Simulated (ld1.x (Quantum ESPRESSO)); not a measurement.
# What the settings do to the TM potential of antimony (Sb)

Base potential:

Sb, norm-conserving Troullier–Martins (Kleinman–Bylander form), made with ld1.x (Quantum ESPRESSO) 7.5 (PBE, scalar-relativistic). Core [Ar] 3d10, reference 4s2 4p6 4d10 5s2 5p3. Waves: 4s (bound): rc 1.10 bohr; 4p (bound): rc 1.20 bohr; 4f channel at 0.15 Ry: rc 1.35 bohr; 4d (bound): rc 1.30 bohr. Local part: the d channel. Core correction: Bessel-smoothed model core, default radius (core density twice the valence density).

Occupied shells without a wave of their own: 5p, 5s. They enter only through the test configuration that unscreens the potential, and ld1.x also counts them in the model core charge.

Cutoffs, loose and tight: the cutoffs (Ry, on a coarse ladder) from which the occupation-weighted sum of valence levels, in a spherical-Bessel basis at the reference potential, stays within 10 and 1 mRy of its value at 400 Ry. They do not see the model core or the augmentation charge, which bear on the density cutoff. Test errors are all-electron minus pseudo excitation energies from the reference, over the configurations 4s2 4p6 4d10 5s2 5p2; 4s2 4p6 4d10 5s2 5p1; 4s2 4p6 4d10 5s2 5p0; 4s2 4p6 4d10 5s2 5p3.3; 4s1 4p6 4d10 5s2 5p3; 4s2 4p6 4d9 5s2 5p3; 4s2 4p6 4d10 5s0 5p5. A dash means not determined; rows that change the core or the reference have their own tests.

With those shells counted twice in exchange and correlation these files are broken, and their errors move erratically; no question is asked of them.

A true bound ghost makes a file unfit for plane-wave use even where its test errors are small: the radial tests pick states by their node count and pass the ghost by.

The default core radius of the base comes out at 0.51 bohr.

| change | outcome | cutoff, loose | cutoff, tight | bound ghosts | largest test error (meV) |
| --- | --- | --- | --- | --- | --- |
| base | generated, misses its reference levels by 0.83 eV | 140 Ry | 230 Ry | none | -1945 |
| local potential the s channel | generated, misses its reference levels by 1.48 eV | 140 Ry | 230 Ry | none | -4127 |
| core correction Bessel-smoothed model core inside 1.22 bohr | generated, misses its reference levels by 0.83 eV | 140 Ry | 230 Ry | none | -1938 |
| reference 4s2 4p6 4d10 5s2 5p2 | generated, misses its reference levels by 0.90 eV | 140 Ry | 230 Ry | none | -3130 |
| core [Kr], valence charge 15; reference 4d10 5s1.75 5p3.25; waves now 5s (bound): rc 1.95 bohr; 5p (bound): rc 1.65 bohr; 4f channel at 0.15 Ry: rc 1.65 bohr; 4d (bound): rc 1.40 bohr; core correction Bessel-smoothed model core inside 0.85 bohr | generated | 100 Ry | 160 Ry | s, p | -313 |
| all radii but the core radius scaled by about 0.96 (s 1.06, p 1.16, d 1.24, f 1.30 bohr) | generated, misses its reference levels by 0.69 eV | 160 Ry | 260 Ry | none | -1838 |
| wave 4p (bound): rc 1.20 bohr becomes 4p (bound): rc 1.02 bohr | generated, misses its reference levels by 0.83 eV | 200 Ry | 260 Ry | none | -1804 |
| wave 4f channel at 0.15 Ry: rc 1.35 bohr becomes 4f channel at 0.46 Ry: rc 1.35 bohr | generated, misses its reference levels by 0.83 eV | 140 Ry | 230 Ry | none | -1945 |
| wave 4s (bound): rc 1.10 bohr becomes 4s (bound): rc 0.88 bohr | generated, misses its reference levels by 0.15 eV | 200 Ry | over 300 Ry | none | -1895 |
| wave 4d (bound): rc 1.30 bohr becomes 4d (bound): rc 1.10 bohr | generated, misses its reference levels by 0.85 eV | 140 Ry | 230 Ry | none | -2055 |
| wave 4f channel at 0.15 Ry: rc 1.35 bohr becomes 4f channel at 0.15 Ry: rc 1.80 bohr | generated, misses its reference levels by 0.83 eV | 140 Ry | 230 Ry | none | -1945 |
